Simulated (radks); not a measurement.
Numerical settings for the scandium ion Sc2+, [Ar] 3d1. Method: Dirac Kohn-Sham, BLYP, spin-unpolarised, spherical densities, finite nucleus; open shells fill j = l - 1/2 first; Fermi nuclear charge, rms radius 3.5459 fm; computed with a radial shooting solver on a logarithmic mesh with Libxc functionals. The defaults (mesh step 0.008 in ln r, mesh end at 40 bohr or more with all orbitals vanishing there, Anderson mixing 0.5 over 9 steps, residual threshold near 1e-9 with the energy settled to 1e-9 hartree or 1e-11 of itself, here a cap of 82 iterations) give E = -763.5909 hartree and 3d3/2 at -17.937 eV in 16 iterations. Run on one thread of a shared host, so times are rough (Arm Neoverse V1): 0.09 s of CPU time, 0.09 s wall, 16 iterations on 2189 mesh points. Changes against that run (0 stands for a change within the tolerance of the run):

setting                     iterations  converged  E (mhartree)  e(3d3/2) (meV)  CPU (s)
mesh step in ln r 0.03              14        yes             0               0     0.03
mesh step in ln r 0.005             18        yes             0               0     0.14
mesh step in ln r 0.003             19        yes             0               0     0.23
mesh end (bohr) 5                   17        yes         +3.79            +260     0.08
mesh end (bohr) 400                 16        yes             0               0     0.09
residual threshold 1e-05            11        yes             0         -0.0666     0.07
residual threshold 1e-13            82         no             0               0     0.23
mixing 1                            14        yes             0               0     0.08
linear mixing, mixing 0.8           12         no      diverged               -     0.09
linear mixing, mixing 0.05          82         no      +0.00822            -164     0.35
mixing history 2                    31        yes             0               0     0.13
iteration cap 8                      8         no             0          +0.375     0.04

Settings that end as converged yet miss the energy by more than 1 mhartree: mesh end (bohr) 5 (+0.00379 hartree). A mesh that ends early acts as a hard wall.
